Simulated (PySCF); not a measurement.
PySCF job for ClSi, SMILES [Si]Cl (connectivity only; charge and spin as stated), charge +1, multiplicity 1, TDA-LC-ωPBE/def2-TZVPD. The structure is a stationary point at PBE-D3(BJ)/def2-TZVPD.

```python
import numpy as np
from pyscf import gto, scf, dft, tdscf

mol = gto.M(
    atom='''
    Si    0.00000000    0.00000000   -1.08295478
    Cl    0.00000000    0.00000000    0.89184511
    ''',
    basis='def2-TZVPD',
    charge=1,
    spin=0,
    symmetry=True,
    symmetry_subgroup='C2v',
    max_memory=1600,
    verbose=4,
)
mf = dft.RKS(mol, xc='lc_wpbe').density_fit(auxbasis='def2-universal-jkfit')
mf.grids.level = 3
mf.conv_tol = 1e-9
mf.max_cycle = 100
mf.kernel()
mf.grids = dft.Grids(mol).set(level=1).build(with_non0tab=True)  # coarser grid for the response kernel
td = tdscf.TDA(mf)
td.singlet = True
td.nstates = 10
td.conv_tol = 1e-4
td.positive_eig_threshold = 1e-6
td.kernel(x0=td.get_init_guess(mf, 15))
td.analyze()
tt = tdscf.TDA(mf)
tt.singlet = False
tt.nstates = 4
tt.conv_tol = 1e-4
tt.positive_eig_threshold = 1e-6
tt.kernel(x0=tt.get_init_guess(mf, 9))
tt.analyze(verbose=3)
```

Log of the run:

```
PySCF version 2.14.0

[INPUT] verbose = 4
[INPUT] num. atoms = 2
[INPUT] num. electrons = 30
[INPUT] charge = 1
[INPUT] spin (= nelec alpha-beta = 2S) = 0
[INPUT] symmetry True subgroup C2v
[INPUT] Mole.unit = angstrom
[INPUT] Symbol           X                Y                Z      unit          X                Y                Z       unit  Magmom
[INPUT]  1 Si     0.000000000000   0.000000000000  -1.082954780000 AA    0.000000000000   0.000000000000  -2.046487939489 Bohr   0.0
[INPUT]  2 Cl     0.000000000000   0.000000000000   0.891845110000 AA    0.000000000000   0.000000000000   1.685343003433 Bohr   0.0

nuclear repulsion = 63.7756649859647
point group symmetry = Coov, use subgroup C2v
symmetry origin: [ 0.00000000e+00  0.00000000e+00 -3.04794538e-09]
symmetry axis x: [1. 0. 0.]
symmetry axis y: [0. 1. 0.]
symmetry axis z: [0. 0. 1.]
num. orbitals of irrep A1 = 39
num. orbitals of irrep A2 = 8
num. orbitals of irrep B1 = 21
num. orbitals of irrep B2 = 21
number of shells = 31
number of NR pGTOs = 141
number of NR cGTOs = 89
basis = def2-TZVPD
ecp = {}


[settings echo left out]
init E= -749.468515553825
HOMO (A1) = -0.355256236658267  LUMO (B2) = -0.082235803933437  gap/eV = 7.42926
cycle= 1 E= -749.114221257126  delta_E= 0.354  |g|= 0.394  |ddm|= 1.08
HOMO (B2) = -0.711712508371648  LUMO (B1) = -0.334967183726188  gap/eV = 10.25176
cycle= 2 E= -749.151730780051  delta_E= -0.0375  |g|= 0.323  |ddm|= 0.788
HOMO (A1) = -0.708899272720583  LUMO (B2) = -0.287831625957531  gap/eV = 11.45783
cycle= 3 E= -749.175061005698  delta_E= -0.0233  |g|= 0.0462  |ddm|= 0.26
HOMO (A1) = -0.69616560405192  LUMO (B2) = -0.274054656861334  gap/eV = 11.48622
cycle= 4 E= -749.175364061012  delta_E= -0.000303  |g|= 0.0112  |ddm|= 0.0555
HOMO (A1) = -0.694027415509485  LUMO (B1) = -0.270533273142704  gap/eV = 11.52386
cycle= 5 E= -749.175400061614  delta_E= -3.6e-05  |g|= 0.00263  |ddm|= 0.0199
HOMO (A1) = -0.693950587028468  LUMO (B2) = -0.270501071398536  gap/eV = 11.52265
cycle= 6 E= -749.175403287319  delta_E= -3.23e-06  |g|= 0.000484  |ddm|= 0.00599
HOMO (A1) = -0.694045872137156  LUMO (B1) = -0.270580294793666  gap/eV = 11.52309
cycle= 7 E= -749.175403498785  delta_E= -2.11e-07  |g|= 0.000157  |ddm|= 0.00114
HOMO (A1) = -0.694037544122569  LUMO (B2) = -0.270576184068006  gap/eV = 11.52297
cycle= 8 E= -749.175403519041  delta_E= -2.03e-08  |g|= 4.73e-05  |ddm|= 0.000365
HOMO (A1) = -0.694039563570364  LUMO (B2) = -0.270581113967253  gap/eV = 11.52289
cycle= 9 E= -749.17540352089  delta_E= -1.85e-09  |g|= 8.74e-06  |ddm|= 0.00012
HOMO (A1) = -0.694039108317931  LUMO (B2) = -0.270580815423178  gap/eV = 11.52289
cycle= 10 E= -749.175403520928  delta_E= -3.84e-11  |g|= 1.96e-06  |ddm|= 1.56e-05
HOMO (A1) = -0.69403879035616  LUMO (B2) = -0.27058073703413  gap/eV = 11.52288
Extra cycle  E= -749.175403520929  delta_E= -1.14e-12  |g|= 1.15e-06  |ddm|= 3.4e-06
converged SCF energy = -749.175403520929
tot grids = 12728
Overwritten attributes  positive_eig_threshold  of <class 'pyscf.tdscf.rks.TDA'>


******** <class 'pyscf.tdscf.rks.TDA'> for <class 'pyscf.df.df_jk.DFSymAdaptedRKS'> ********
nstates = 10 singlet
deg_eia_thresh = 1.000e-03
wfnsym = None
conv_tol = 0.0001
eigh lindep = 1e-12
eigh level_shift = 0
eigh max_cycle = 100


Excitation energies (eV)
[ 5.60136151  5.60136151  6.02876682  6.18748891  6.18751844  7.77647071
 10.01609291 10.01609291 10.68236283 11.06832798]

** Singlet excitation energies and oscillator strengths **
Excited State   1:   B1      5.60136 eV    221.35 nm  f=0.0801
      15 -> 16       -0.69586
Excited State   2:   B2      5.60136 eV    221.35 nm  f=0.0801
      15 -> 17       -0.69586
Excited State   3:   A2      6.02877 eV    205.65 nm  f=0.0000
      13 -> 17        0.49465
      14 -> 16       -0.49465
Excited State   4:   A1      6.18749 eV    200.38 nm  f=0.0000
      13 -> 16        0.49543
      14 -> 17       -0.49543
Excited State   5:   A2      6.18752 eV    200.38 nm  f=0.0000
      13 -> 17        0.49543
      14 -> 16        0.49543
Excited State   6:   A1      7.77647 eV    159.44 nm  f=0.0606
      13 -> 16        0.43852
      14 -> 17        0.43852
      15 -> 18        0.29565
      15 -> 27       -0.10648
Excited State   7:   B2     10.01609 eV    123.78 nm  f=0.0082
      12 -> 17       -0.16517
      14 -> 18        0.66337
      14 -> 27       -0.13857
Excited State   8:   B1     10.01609 eV    123.78 nm  f=0.0082
      12 -> 16       -0.16517
      13 -> 18        0.66337
      13 -> 27       -0.13857
Excited State   9:   A1     10.68236 eV    116.06 nm  f=1.7288
      13 -> 16        0.18504
      14 -> 17        0.18504
      15 -> 18       -0.62255
Excited State  10:   B2     11.06833 eV    112.02 nm  f=0.2017
      12 -> 17        0.65009
      13 -> 23       -0.10268
      14 -> 18        0.15570
      14 -> 24        0.10268

** Transition electric dipole moments (AU) **
state          X           Y           Z        Dip. S.      Osc.
  1        -0.7640      0.0000      0.0000      0.5837      0.0801
  2         0.0000     -0.7640      0.0000      0.5837      0.0801
  3         0.0000     -0.0000      0.0000      0.0000      0.0000
  4         0.0000      0.0000      0.0000      0.0000      0.0000
  5         0.0000      0.0000      0.0000      0.0000      0.0000
  6        -0.0000     -0.0000     -0.5641      0.3182      0.0606
  7         0.0000      0.1827      0.0000      0.0334      0.0082
  8         0.1827     -0.0000     -0.0000      0.0334      0.0082
  9        -0.0000      0.0000     -2.5702      6.6059      1.7288
 10         0.0000      0.8624      0.0000      0.7437      0.2017

** Transition velocity dipole moments (imaginary part, AU) **
state          X           Y           Z        Dip. S.      Osc.
  1        -0.0457      0.0000      0.0000      0.0021      0.0068
  2         0.0000     -0.0457      0.0000      0.0021      0.0068
  3         0.0000     -0.0000      0.0000      0.0000      0.0000
  4         0.0000      0.0000     -0.0000      0.0000      0.0000
  5         0.0000      0.0000      0.0000      0.0000      0.0000
  6        -0.0000     -0.0000      0.0406      0.0016      0.0038
  7         0.0000      0.1188      0.0000      0.0141      0.0256
  8         0.1188      0.0000     -0.0000      0.0141      0.0256
  9        -0.0000      0.0000     -0.7305      0.5336      0.9061
 10         0.0000      0.1554     -0.0000      0.0241      0.0396

** Transition magnetic dipole moments (imaginary part, AU) **
state          X           Y           Z
  1         0.0000     -1.5443      0.0000
  2         1.5443     -0.0000      0.0000
  3         0.0000     -0.0000      0.0000
  4        -0.0000      0.0000     -0.0000
  5        -0.0000      0.0000      0.0000
  6         0.0000     -0.0000      0.0000
  7         0.0142     -0.0000     -0.0000
  8        -0.0000     -0.0142     -0.0000
  9         0.0000     -0.0000     -0.0000
 10        -0.4719      0.0000     -0.0000


******** <class 'pyscf.tdscf.rks.TDA'> for <class 'pyscf.df.df_jk.DFSymAdaptedRKS'> ********
nstates = 4 triplet
deg_eia_thresh = 1.000e-03
wfnsym = None
conv_tol = 0.0001
eigh lindep = 1e-12
eigh level_shift = 0
eigh max_cycle = 100


Excitation energies (eV)
[3.47000313 3.47000313 5.37014714 5.63865187]

** Triplet excitation energies and oscillator strengths **
Excited State   1:   B2      3.47000 eV    357.30 nm  f=0.0000
Excited State   2:   B1      3.47000 eV    357.30 nm  f=0.0000
Excited State   3:   A1      5.37015 eV    230.88 nm  f=0.0000
Excited State   4:   A1      5.63865 eV    219.88 nm  f=0.0000
```

The calculation finished and met its thresholds.
